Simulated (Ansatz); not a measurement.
Consider the formal loss of a carbene: `[CH3][Al]([NH2])[SiH3]` → `[CH2]` (triplet) + `[NH2][AlH][SiH3]`.

Computed with Ansatz on PBE0-D4/def2-TZVP structures; ΔE is electronic, products minus reactants. CBS: MP2 limit from def2 TZ/QZ plus the TZ coupled-cluster correction, frozen cores. This one scheme is used for every species. DFT in def2-TZVPP. HSE06 is defined as in plane-wave codes. Triplets are unrestricted, without spin–orbit coupling. Each species was taken in one conformer, which may not be the lowest.

`[CH3][Al]([NH2])[SiH3]`:

```xyz
12

C     1.657    0.970   -0.669
Al   -0.083    0.184   -0.265
N    -1.482    0.592   -1.270
Si   -0.501   -1.375    1.585
H     2.399    0.195   -0.885
H     1.620    1.644   -1.529
H     2.041    1.539    0.185
H    -2.411    0.230   -1.130
H    -1.471    1.218   -2.060
H    -0.189   -0.764    2.911
H     0.343   -2.603    1.484
H    -1.921   -1.830    1.642
```

`[CH2]` (triplet):

Cartesian coordinates in Å:
```
C -0.206 -0.009 0.183
H -0.412 0.657 -0.640
H 0.619 -0.648 0.457
```

`[NH2][AlH][SiH3]`:

Cartesian coordinates in Å:
```
N 1.136 1.231 -1.055
Al -0.231 0.117 -0.936
Si -0.668 -0.922 1.240
H 1.750 1.471 -0.294
H 1.413 1.718 -1.893
H -1.081 -0.132 -2.253
H -2.029 -0.581 1.750
H 0.313 -0.490 2.278
H -0.602 -2.411 1.163
```

```tsv
level	ΔE (kcal/mol)	difference from CCSD(T)/CBS
r2SCAN-D4	110.0	-4.7
B97M-V	113.0	-1.7
PBE0-D4	114.1	-0.6
HSE06-D4	114.2	-0.5
PBE	115.0	0.3
revPBE	109.1	-5.6
BLYP	110.0	-4.7
r2SCAN	109.6	-5.1
LC-ωPBE	111.9	-2.8
HF/def2-SVP	78.4	-36.3
CCSD/def2-SVP	105.8	-8.9
HF/def2-TZVPP	77.7	-37.0
MP2/def2-TZVPP	115.3	0.6
CCSD/def2-TZVPP	108.9	-5.8
HF/def2-QZVPP	77.7	-37.0
CCSD/CBS(def2)	111.9	-2.8
CCSD(T)/CBS	114.7	0
```

Largest T1 diagnostic among the species: 0.013.

From PBE to PBE0 (25 % exact exchange), in def2-TZVPP and without D4, ΔE moves by −2.1 kcal/mol. In def2-TZVPP, CCSD(T) changes the Hartree–Fock value by +34.0 kcal/mol (the triples alone add +2.8 kcal/mol) and MP2 by +37.6 kcal/mol.

CCSD(T)/CBS has its own doubt, a few kJ/mol and more with outer-core shells, so smaller differences from it don't rank the levels.
